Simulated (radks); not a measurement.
Task: All-electron atom: the caesium ion Cs30+ in [Ar] 3d7. All-electron calculation, non-relativistic Kohn-Sham, TPSS, spin-polarised, spherical densities, point nucleus; open shells are filled with parallel spins first (spin-orbit coupling, left out, can overturn this in heavy ions); meta-GGA in the generalised Kohn-Sham scheme; relativity is left out, which matters for an element this heavy. Program: a radial shooting solver on a logarithmic mesh with Libxc functionals. Some entries of the table are withheld. Estimate them.

orbital  occ.  eigenvalue (Ry)  <1/r> (bohr^-1)
1s down     1        -2608.421            54.49
1s up       1        -2608.421            54.48
2s up       1        -472.6971            12.58
2s down     1        -472.0538            12.60
2p up       3        -450.8572            12.58
2p down     3        -450.3770            12.59
3s up       1        -158.6661            4.835
3s down     1        -157.9394            4.819
3p up       3              (1)            4.772
3p down     3              (2)            4.755
3d up       5        -133.8332            4.658
3d down     2        -132.8463            4.646
4s up       0        -77.35170            2.413
4s down     0        -77.12036            2.405
4p up       0              (3)            2.368
4p down     0              (4)            2.361

Result: 
(1) 3p up eigenvalue (Ry): -149.6812
(2) 3p down eigenvalue (Ry): -148.8914
(3) 4p up eigenvalue (Ry): -73.65089
(4) 4p down eigenvalue (Ry): -73.40716
